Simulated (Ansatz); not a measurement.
Z-matrix (Å, degrees):
```
Si
C 1 1.871
H 1 1.484 2 110.5
H 1 1.488 2 110.6 3 120.8
H 1 1.488 2 109.4 3 -119.8
Sn 2 2.134 1 114.5 3 62.3
H 2 1.094 1 110.0 3 -177.3
H 2 1.093 1 110.6 3 -58.4
Cl 6 2.339 2 105.8 1 -61.2
H 6 1.704 2 113.0 1 54.3
H 6 1.705 2 113.0 1 -176.3
```

Charge 0, multiplicity 1. Sn takes the def2 core potential.

Q: List the B3LYP/def2-TZVPP orbital energies in eV (Ansatz 0.2.0). (Best estimate.)

A: Computed: Occupied: -2761.87, -1798.96, -277.15, -256.60, -195.62, -195.49, -195.49, -143.51, -139.37, -98.82, -98.82, -98.82, -94.30, -94.17, -94.16, -28.62, -28.49, -28.49, -28.37, -28.37, -21.59, -19.36, -14.52, -13.96, -12.02, -10.46, -9.73, -9.64, -9.44, -9.28, -8.87, -8.26, -8.06. Lowest empty: -0.86, -0.50, 0.13, 0.85, 0.99, 1.21, 1.26, 1.68.

B3LYP here is the variant with VWN-RPA as its local correlation; programs differ in this.
